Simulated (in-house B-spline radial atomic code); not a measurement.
Configurations of Yb, with energies counted from [Xe] 4f14 6s2. Computed with a B-spline radial code for spherical atoms: scalar-relativistic (X2C) TPSSh, spin-polarised, spherical fractional occupations, exact exchange averaged over the configuration, Fermi nucleus of rms radius 5.3108 fm. Shells without spins written out take the highest spin.

Occupations are held fixed; configurations that lie above the ionisation limit could autoionise.

```csv
configuration,E - E(ref) (eV),highest orbital,its <r> (bohr)
[Xe] 4f14 5d1 6s1,2.7108,5d up,4.05
[Xe] 4f14 6s1 7d1,5.187,7d up,21.99
[Kr] 4d10 4f14 5s2 5p5 5d1 6s2,27.525,5d up,2.82
[Kr] 4d10 4f14 5s2 5p5 6s2 6d1,31.508,6d up,10.99
[Kr] 4d9 4f14 5s2 5p6 5f1 6s2,186.01,5f up,16.71
```

**Question.** Order these further configurations by energy, lowest first.
A. [Kr] 4d9 4f14 5s2 5p6 6s2 7d1
B. [Xe] 4f13 5f1 6s2
C. [Kr] 4d9 4f14 5s2 5p6 6s2 6f1
D. [Xe] 4f13 5d1 6s2
E. [Xe] 4f14 5f1 6s1

**Answer.** D (4.1779 eV), E (5.1453 eV), B (8.6789 eV), A (186 eV), C (186.31 eV).
